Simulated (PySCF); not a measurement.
SMILES Bc1ccc(OC)cc1 (C₇H₉BO) (GFN2-xTB optimised geometry):

```
18

B     -1.429    -2.875     0.000
C     -0.615    -1.569     0.000
C     -1.234    -0.313     0.000
C     -0.520     0.869     0.000
C      0.872     0.835     0.000
O      1.681     1.925    -0.001
C      1.095     3.205    -0.007
C      1.520    -0.404     0.000
C      0.790    -1.569     0.000
H     -0.882    -3.909     0.001
H     -2.599    -2.839     0.000
H     -2.314    -0.264     0.000
H     -1.051     1.809     0.000
H      1.926     3.909    -0.007
H      0.482     3.371     0.884
H      0.487     3.364    -0.903
H      2.599    -0.414     0.000
H      1.312    -2.515     0.000
```

Method: CAM-B3LYP/def2-SVP run with PySCF 2.14.0.

Task: What are the frontier orbital energies and the dipole moment?

Result: HOMO-2 -10.48 eV, HOMO-1 -8.72 eV, HOMO -7.91 eV, LUMO -0.53 eV, LUMO+1 1.02 eV; dipole moment 2.92 D.

Meta-Löwdin charges at CAM-B3LYP/def2-SVP: B1 -0.02, C2 -0.12, C3 -0.05, C4 -0.18, C5 0.24, O6 -0.33, C7 -0.07, C8 -0.14, C9 -0.05, H10 -0.01, H11 -0.01, H12 0.11, H13 0.11, H14 0.12, H15 0.10, H16 0.10, H17 0.11, H18 0.11.
